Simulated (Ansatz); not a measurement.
A run on `[F][Ga]([F])[O][SiH3]` with other settings.

```yaml
crystal:
  periodic: [false, false, false]
  atoms:
    - {symbol: F, position_ang: [0.215095, -2.200752, 1.445742]}
    - {symbol: Ga, position_ang: [1.147465, -1.036779, 0.651249]}
    - {symbol: F, position_ang: [2.895255, -1.384631, 0.743808]}
    - {symbol: O, position_ang: [0.539434, 0.147511, -0.279261]}
    - {symbol: Si, position_ang: [-1.021345, 0.814153, -0.690755]}
    - {symbol: H, position_ang: [-1.785863, 1.333450, 0.578996]}
    - {symbol: H, position_ang: [-1.568105, -0.047079, -1.402237]}
    - {symbol: H, position_ang: [-0.579395, 2.376448, -1.236428]}
basis:
  gaussian: {orbitals: cc-pVDZ}
total_charge: -1
magnetization: {spin_polarized: true, initial_magnetization: 1}
hamiltonian: {xc: {name: B97}}
output: {forces: true}
```

```sh
$ ansatz run in.yaml --threads 4 --pin off --events-out ev --progress --plain --max-ram 10444MiB
```

Output, abridged:

```
Functional definition: B97
1026 factors; integrals over basis functions are off by at most 9.9e-4 eV
mean field evaluation 1: about -67776.4196 eV, gradient 2.6e1 eV
mean field evaluation 2: about -67769.2442 eV, gradient 5.0e1 eV
mean field evaluation 4: about -67779.4837 eV, gradient 2.8e0 eV
mean field evaluation 8: about -67779.6157 eV, gradient 2.0e-1 eV
mean field evaluation 16: about -67779.6165 eV, gradient 1.3e-3 eV
mean field -67779.61652212 eV, -2490.8549645136 hartree, gradient 6.0e-5 eV, S^2 0.751519; 2 other end points of the search recorded, 0 dependent functions left out
reference -67779.61655427 eV, -2490.8549656954 hartree; 38, 37 occupied and 64, 65 virtual orbitals, 1026 factors
Total energy: -67779.61655427 eV, -2490.8549656954 hartree
Atom 0 at     0.215095    -2.200752     1.445742 Å, force    -2.321892    -3.131842     1.750841 eV/Å
Atom 1 at     1.147465    -1.036779     0.651249 Å, force     3.770930    -1.715270     3.046125 eV/Å
Atom 2 at     2.895255    -1.384631     0.743808 Å, force     1.334366    -0.447430    -0.175544 eV/Å
Atom 3 at     0.539434     0.147511    -0.279261 Å, force    -3.300491     5.466251    -4.659709 eV/Å
Atom 4 at    -1.021345     0.814153    -0.690755 Å, force     4.817458     7.638956     5.308620 eV/Å
Atom 5 at    -1.785863     1.333450     0.578996 Å, force     0.163606    -0.779548    -0.735195 eV/Å
Atom 6 at    -1.568105    -0.047079    -1.402237 Å, force    -3.761244    -4.893086    -4.606522 eV/Å
Atom 7 at    -0.579395     2.376448    -1.236428 Å, force    -0.702734    -2.138032     0.071383 eV/Å
Dipole moment:    -0.204221    -0.196172    -0.209880 e Å
```

Run time 6.5 s (4 threads of an Arm Neoverse V2 on a shared host); peak host memory 0.45 GiB.
